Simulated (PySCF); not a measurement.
**Assigning NMR signals**

Atom-mapped SMILES (the numbers label the heavy atoms): `[CH2:1]=[CH:2][CH2:3]/[CH:4]=[CH:5]/[C:6]([C:7]#[N:8])=[CH:9]\[SiH3:10]` (H(Xn): hydrogen on atom n). Ha(C1) is cis to C3; Hb(C1) is trans to C3.

[PySCF 2.14.0 with density-fitted response routines: PBE0/pcSseg-1 with gauge-including orbitals; geometry: GFN2-xTB; one computed conformer; no solvent; non-relativistic Hamiltonian; rapidly exchanging positions averaged]

Scale: TMS for ¹³C (σref 186.93) and ¹H (σref 31.72) (reference shieldings calculated alike).

Problem. Assign these signals to the numbered atoms. ¹³C{¹H} NMR (computed): δ 149.3, 143.3, 143.0, 138.2, 132.6, 122.3, 122.3, 46.3.

Solution. 
149.3 → C4, alkene CH: the olefinic region
143.3 → C2, alkene CH
143.0 → C9, alkene CH
138.2 → C6, fully substituted alkene carbon: an sp2 carbon of a C=C bond
132.6 → C5, alkene CH: the olefinic region
122.3 → C1, terminal =CH2 carbon: the olefinic region
122.3 → C7, nitrile carbon: this is the usual window of a C≡N carbon, which has no attached hydrogen
46.3 → C3, allylic sp3 CH2: saturated and bonded to C and H only

C2 and C9; C1 and C7 lie closer than the usual error of such a calculation, so a measured spectrum could show them in the other order.

Problem. Assign these signals to the numbered atoms. ¹H NMR (500 MHz, computed): δ 6.83 (m, 1H), 6.79 (q, 1H), 6.30 (d, 1H), 6.20 (m, 1H), 5.49 (m, 1H), 5.37 (m, 1H), 4.26 (d, 3H), 3.15 (m, 2H).

Solution. 
6.83 → H(C4), hydrogen on an alkene CH: a vinylic proton, deshielded by the sp2 carbon and the C=C anisotropy
6.79 → H(C9), hydrogen on an alkene CH
6.30 → H(C5), hydrogen on an alkene CH
6.20 → H(C2), hydrogen on an alkene CH
5.49 → Ha(C1), hydrogen on a terminal =CH2 carbon: a vinylic proton, deshielded by the sp2 carbon and the C=C anisotropy
5.37 → Hb(C1), hydrogen on a terminal =CH2 carbon
4.26 → H(Si10), hydrogen on a silicon bonded to C
3.15 → H(C3), hydrogen on an allylic sp3 CH2: allylic position

H(C4) and H(C9); H(C5) and H(C2) lie closer than the usual error of such a calculation, so a measured spectrum could show them in the other order.

Shifts are as computed. Against solution values, carbons near 30 ppm lie about +3 ppm off and those near 130 ppm about +5 ppm. Of 1211 compounds with measured shifts, 218 miss one by over three times the rms of a fit or turn the order of signals round; such compounds aren't used in these exercises. No couplings were computed; multiplicities are counted from neighbouring protons, with m where these are inequivalent, close in shift, in a saturated or five-membered ring or joined by F or P, and br s for small geminal =CH2 splittings.
